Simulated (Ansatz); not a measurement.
Geometry optimisation, Ansatz 0.2.0, UKS PBE0-D4/def2-SVP.

Input file:

```yaml
crystal:
  periodic: [false, false, false]
  atoms:
    - { symbol: Ge, position_ang: [-0.010209, 0.025152, -0.099554] }
    - { symbol: H, position_ang: [-0.09634, -0.110802, 1.440367] }
    - { symbol: C, position_ang: [1.855334, 0.008536, -0.673335] }
    - { symbol: H, position_ang: [2.303508, -0.979245, -0.490901] }
    - { symbol: H, position_ang: [1.925689, 0.2332, -1.748098] }
    - { symbol: H, position_ang: [2.431657, 0.762707, -0.11765] }
    - { symbol: H, position_ang: [-0.697783, 1.34377, -0.503143] }
    - { symbol: H, position_ang: [-0.784701, -1.148627, -0.733542] }
    - { symbol: O, position_ang: [0.14477, -0.154426, 3.633562] }
    - { symbol: H, position_ang: [-0.605023, -0.781365, 3.636095] }
magnetization:
  spin_polarized: true
  initial_magnetization: 1
basis:
  gaussian: { orbitals: def2-SVP }
hamiltonian:
  xc: pbe0
  dispersion: d4
relax:
  f_tol: 0.03
  max_steps: 50
```

Run as:

```bash
$ ansatz run input.yaml --threads 4 --pin off --max-ram 5120MiB --backend cpu --events-out ev --progress --plain --runs-dir out
```

**Question.** Where does it end, and by what steps?

**Answer.** The run converged. After 26 steps the energy has fallen by 1.541 eV; H2 moved furthest, 1.38 Å. Parted: Ge1–H2 (1.55 → 3.07 Å). Joined: H2–O9 (2.21 → 0.96 Å).

| step | energy less start (eV) | largest force component (eV/Å) | accepted |
| --- | --- | --- | --- |
| 0 | 0.0000 | 0.080 | yes |
| 1 | -0.0155 | 0.491 | yes |
| 2 | -0.0459 | 0.421 | yes |
| 3 | -0.0849 | 0.520 | yes |
| 4 | -0.2309 | 1.373 | yes |
| 5 | -0.5114 | 2.250 | yes |
| 6 | -1.0875 | 1.970 | yes |
| 7 | -0.5642 | 10.092 | no |
| 8 | -1.2366 | 1.343 | yes |
| 9 | -1.3215 | 0.323 | yes |
| 10 | -1.3881 | 0.229 | yes |
| 11 | -1.4289 | 0.196 | yes |
| 12 | -1.4427 | 0.329 | yes |
| 13 | -1.2652 | 3.530 | no |
| 14 | -1.4651 | 0.140 | yes |
| 15 | -1.4789 | 0.276 | yes |
| 16 | -1.4829 | 1.099 | yes |
| 17 | -1.5215 | 0.129 | yes |
| 18 | -1.5215 | 0.845 | no |
| 19 | -1.5287 | 0.071 | yes |
| 20 | -1.5321 | 0.340 | yes |
| 21 | -1.5355 | 0.405 | yes |
| 22 | -1.5380 | 0.259 | yes |
| 23 | -1.5394 | 0.226 | yes |
| 24 | -1.5403 | 0.127 | yes |
| 25 | -1.5406 | 0.032 | yes |
| 26 | -1.5409 | 0.018 | yes |

```xyz
10
Properties=species:S:1:pos:R:3
Ge -0.199 0.479 -0.256
H 0.215 0.146 2.765
C 1.707 0.076 -0.392
H 2.006 -0.445 0.528
H 1.896 -0.571 -1.263
H 2.293 1.000 -0.500
H -0.714 1.333 -1.442
H -1.046 -0.818 -0.171
O 0.552 -0.750 2.643
H -0.244 -1.252 2.432
```

Whether the end is a true minimum wasn't checked by a vibrational analysis.

The run took 56 s on 4 threads of Arm Neoverse V2, on a shared host, peak memory 0.31 GiB.
